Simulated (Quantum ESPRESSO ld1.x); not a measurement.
All-electron atom: W4+ in [Xe] 4f14 5d2.

Method: Dirac Kohn-Sham, BLYP, spin-unpolarised, spherical densities, point nucleus; open shells fill j = l - 1/2 first; computed with ld1.x of Quantum ESPRESSO 7.5.

Energy parts (hartree):
part                     energy
total                 -16163.69
kinetic                18216.82
electron-nucleus      -40268.19
Hartree                 6212.48
exchange-correlation    -324.80

Orbitals (lengths in bohr, moments of r in powers of bohr):
| orbital | occ. | eigenvalue (hartree) | <r> | <r^2> |
|---|---|---|---|---|
| 1s1/2 | 2 | -2552.26 | 0.01834 | 0.0004628 |
| 2s1/2 | 2 | -441.528 | 0.07693 | 0.007059 |
| 2p1/2 | 2 | -422.269 | 0.06365 | 0.005041 |
| 2p3/2 | 4 | -372.536 | 0.07161 | 0.006242 |
| 3s1/2 | 2 | -102.890 | 0.2005 | 0.04612 |
| 3p1/2 | 2 | -94.3208 | 0.1905 | 0.04232 |
| 3p3/2 | 4 | -83.5668 | 0.2053 | 0.04891 |
| 3d3/2 | 4 | -69.1502 | 0.1796 | 0.03792 |
| 3d5/2 | 6 | -66.8116 | 0.1842 | 0.03972 |
| 4s1/2 | 2 | -22.4736 | 0.4494 | 0.2283 |
| 4p1/2 | 2 | -18.9215 | 0.4546 | 0.2355 |
| 4p3/2 | 4 | -16.4279 | 0.4879 | 0.2709 |
| 4d3/2 | 4 | -10.5977 | 0.5048 | 0.2955 |
| 4d5/2 | 6 | -10.1384 | 0.5162 | 0.3089 |
| 5s1/2 | 2 | -4.46549 | 1.060 | 1.260 |
| 5p1/2 | 2 | -3.40075 | 1.159 | 1.516 |
| 5p3/2 | 4 | -3.02496 | 1.253 | 1.770 |
| 4f5/2 | 6 | -2.84243 | 0.6003 | 0.4504 |
| 4f7/2 | 8 | -2.75990 | 0.6096 | 0.4651 |
| 5d3/2 | 2 | -1.61387 | 1.654 | 3.138 |
| 5d5/2 | 0 | -1.57459 | 1.693 | 3.286 |
| 6s1/2 | 0 | -1.41096 | 2.468 | 6.768 |
| 6p1/2 | 0 | -1.14330 | 2.789 | 8.658 |
| 6p3/2 | 0 | -1.07551 | 2.948 | 9.668 |
| 6d3/2 | 0 | -0.71150 | 3.848 | 16.63 |
| 6d5/2 | 0 | -0.70189 | 3.898 | 17.08 |
| 5f5/2 | 0 | -0.64476 | 3.390 | 13.01 |
| 5f7/2 | 0 | -0.64309 | 3.405 | 13.11 |

The highest occupied level is 5d3/2 at -43.916 eV. For comparison, the ionisation energy in NIST's Atomic Spectra Database is 51.6 eV (semi-empirical). In exact Kohn-Sham theory the highest level is minus the ionisation energy, but local and semilocal functionals leave it too shallow, through self-interaction and a potential that decays too fast; potentials with the right tail come closer. Summed over all electrons, <r^2> = 31.19 bohr^2, which gives a Langevin (diamagnetic) susceptibility term of -24.7 x 10^-6 cm^3/mol. The density falls to 0.001 e/bohr^3 at r = 3.15 bohr.

Beside tabulated values, note that spin-unpolarised runs miss the spin-polarisation part of the exchange energy of open shells.
